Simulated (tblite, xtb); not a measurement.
Cl (SMILES [Cl+]), charge +1, triplet. Base run: GFN1-xTB (xtb 6.7.1).

The xtb input:
```
$ xtb mol.xyz --gfn 1 --chrg 1 --uhf 2 --json

# file mol.xyz
1

Cl     0.00000000     0.00000000     0.00000000
```

Programs used: tblite, xtb; a row that names a program was run with it.

The base run was repeated with changes; each row names its change, and settings that it needs were set with it.

```
change                                                     ΔE vs base (kcal/mol)  G_solv (kcal/mol)  SCF cycles
---------------------------------------------------------  ---------------------  -----------------  ----------
base                                                                       0.000                  -          47
program = tblite; method = gfn1; option = (--etemp, 2000)                  -6.45                  -           -
alpb = ether                                                              -49.38             -49.38          47
program = tblite; method = gfn1                                            0.000                  -           -
gbsa = toluene                                                            -58.64             -58.64          47
gbsa = chcl3                                                               -63.3             -63.33          47
program = tblite; method = gfn1; option = (--alpb, water)                 -55.01                  -           -
etemp = 3000                                                              -10.25                  -          45
program = tblite; method = gfn1; option = (--guess, eeq)                   0.000                  -           -
```

ALPB and GBSA are two models with their own fitted parameters for each solvent, which aren't always the measured dielectric constant.
